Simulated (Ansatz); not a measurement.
Ansatz (a first-principles code) input (RI-MP2/def2-TZVPP):
A basis named .json is the Basis Set Exchange file of that set.

Ansatz 0.2 input:
```yaml
crystal:
  periodic: [false, false, false]
  atoms:
    - {symbol: Ba, position_ang: [0.00000000, 0.00000000, 0.00000000]}
    - {symbol: F, position_ang: [-0.00000000, -0.00000000, -2.23093736]}
    - {symbol: F, position_ang: [0.00000000, 0.00000000, 2.23093736]}
basis:
  gaussian:
    orbitals: def2-TZVPP
    fitting: {mean_field: def2-universal-jkfit, correlation: def2-TZVPP-RIFIT.json}
total_charge: 1
magnetization: {spin_polarized: true, initial_magnetization: 1}
correlation: {method: mp2, electrons: outside_noble_gas}
```

Output:

```
Functional definition: HF
integrals: 0.02 GiB planned
284 factors; integrals over basis functions are off by at most 1.6e0 eV
261 factors; integrals over basis functions are off by at most 5.5e-1 eV
mean field: 0.16 GiB planned
mean field evaluation 1: about -6081.3507 eV, gradient 5.4e1 eV
mean field evaluation 2: about -6086.5373 eV, gradient 4.2e1 eV
mean field evaluation 4: about -6091.2333 eV, gradient 1.2e0 eV
mean field evaluation 8: about -6091.2540 eV, gradient 2.3e-2 eV
mean field evaluation 16: about -6091.2540 eV, gradient 2.3e-5 eV
mean field evaluation 32: about -6091.7166 eV, gradient 5.9e-1 eV
mean field evaluation 64: about -6090.0474 eV, gradient 2.9e-1 eV
mean field -6091.87579718 eV, -223.8723063248 hartree, gradient 2.6e-6 eV, S^2 0.758171; 10 other end points of the search recorded, 0 dependent functions left out
6 core orbitals not correlated, not the lowest: weight in the atoms' cores, before any rotation towards them, 0.549 or more for the frozen orbitals, at most 0.359 for the correlated occupied ones
reference -6091.87579718 eV, -223.8723063248 hartree; 8, 7 occupied and 88, 89 virtual orbitals, 261 factors
second order -13.10905497 eV of doubles, -0.00000000 eV of singles
Total energy: -6104.98485216 eV, -224.3540552094 hartree
```
